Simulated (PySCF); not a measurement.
Gas-phase reaction: 4 Ga(CH3)3 = 4 GaH3 + 3 C4H8 (trans-2-butene)

Energies from PySCF, thermal terms from the rigid-rotor harmonic-oscillator model, ideal gas at 1 bar. † marks an energy on the PBE0/def2-TZVP geometry and frequencies; other levels use their own. MP2 freezes the core. 6-31G* has spherical d functions here. All species are closed-shell singlets. B3LYP is the form with VWN-RPA correlation. Ga: all electrons, no relativistic terms. Methyl groups turn as free rotors in Ga(CH3)3. GaH3: computed as isolated molecules; such fragments, hydroxides, amides, oligomers or adducts are transient or little studied in the gas. MP2 isn't extrapolated to the basis-set limit; its ΔH°(298 K) is 549.6 kJ in def2-SVP and 680.7 kJ in def2-TZVPP. The harmonic model lacks anharmonicity and excited electronic states, which grow with temperature; levels with a mode under 35 cm⁻¹ are left out. Internal rotation in C4H8 (trans-2-butene) is treated as a harmonic vibration of one conformer, which makes the entropy rough.

ΔH° and ΔS° at 298 K: B3LYP/6-31G* 506 kJ, 326 J/K; HF/6-31G* 421 kJ, 331 J/K; HF/def2-TZVP† 427 kJ, 325 J/K; M06-2X/def2-TZVP† 655 kJ, 325 J/K; MP2/def2-SVP† 550 kJ, 325 J/K; MP2/def2-TZVPP† 681 kJ, 325 J/K.

Task: With the heat capacities included, give log10 K (1 bar) at 500, 1200, 1400, 1600, 2000 K from B3LYP/6-31G*, HF/6-31G*, HF/def2-TZVP†, M06-2X/def2-TZVP†, MP2/def2-SVP†, MP2/def2-TZVPP†.

Result: 
```json
[
 {"T (K)": "500", "B3LYP/6-31G*": "-35.9", "HF/6-31G*": "-26.8", "HF/def2-TZVP†": "-27.7", "M06-2X/def2-TZVP†": "-51.6", "MP2/def2-SVP†": "-40.6", "MP2/def2-TZVPP†": "-54.2"},
 {"T (K)": "1200", "B3LYP/6-31G*": "-4.9", "HF/6-31G*": "-1.1", "HF/def2-TZVP†": "-1.8", "M06-2X/def2-TZVP†": "-11.7", "MP2/def2-SVP†": "-7.1", "MP2/def2-TZVPP†": "-12.8"},
 {"T (K)": "1400", "B3LYP/6-31G*": "-1.7", "HF/6-31G*": "1.6", "HF/def2-TZVP†": "1.0", "M06-2X/def2-TZVP†": "-7.6", "MP2/def2-SVP†": "-3.6", "MP2/def2-TZVPP†": "-8.5"},
 {"T (K)": "1600", "B3LYP/6-31G*": "0.8", "HF/6-31G*": "3.7", "HF/def2-TZVP†": "3.0", "M06-2X/def2-TZVP†": "-4.4", "MP2/def2-SVP†": "-1.0", "MP2/def2-TZVPP†": "-5.3"},
 {"T (K)": "2000", "B3LYP/6-31G*": "4.2", "HF/6-31G*": "6.6", "HF/def2-TZVP†": "5.9", "M06-2X/def2-TZVP†": "0.0", "MP2/def2-SVP†": "2.7", "MP2/def2-TZVPP†": "-0.7"}
]
```
